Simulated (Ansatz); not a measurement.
ClFH4OSi2 can be A, `O[SiH](F)[SiH2]Cl`, or B, `F[SiH](Cl)O[SiH3]`.

Isolated molecules relaxed with PBE0-D4/def2-TZVP in Ansatz; ΔE leaves out vibrations. CCSD(T)/CBS is the MP2 limit (def2-TZVPP, def2-QZVPP) plus CCSD(T) − MP2 in def2-TZVPP, frozen cores. DFT in def2-TZVPP. B3LYP here is the variant with VWN-RPA as its local correlation; programs differ in this. One conformer a species, not always the lowest.

Which is lower in electronic energy at CCSD(T)/CBS, and by how much? (Estimate.)

Computed: B, by 134.7 kJ/mol.

Give E(B) − E(A) in kJ/mol with B3LYP-D4, B2PLYP, HF/def2-TZVPP, PBE-D4, CCSD(T)/def2-SVP, CCSD(T)/def2-TZVPP, PBE0-D4. (Best estimate.)

Ansatz gave: B3LYP-D4 -131.6, B2PLYP -138.1, HF/def2-TZVPP -161.8, PBE-D4 -104.7, CCSD(T)/def2-SVP -135.5, CCSD(T)/def2-TZVPP -137.1, PBE0-D4 -116.0. None reverses the order clearly.

Does the order hold for the free energy at 298.15 K (harmonic terms from PBE0-D4)? (Estimate.)

Ansatz gave: Yes: G(B) − G(A) = -142.8 kJ/mol, for one conformer each. Modes under 60 cm⁻¹, often nearly free rotors, make the harmonic entropy too high.

Largest T1 diagnostic: 0.012.

Leaving LDA and LC-ωPBE aside and taking each functional with its dispersion term where it has one, the values, not all of them listed here, spread over 40.1 kJ/mol, from BHLYP-D4 to PBE-D4. LDA lies −4.3 kJ/mol from PBE without D4. From r2SCAN to r2SCAN0 (25 % exact exchange), in def2-TZVPP and without D4, E(B) − E(A) moves by −4.9 kJ/mol.
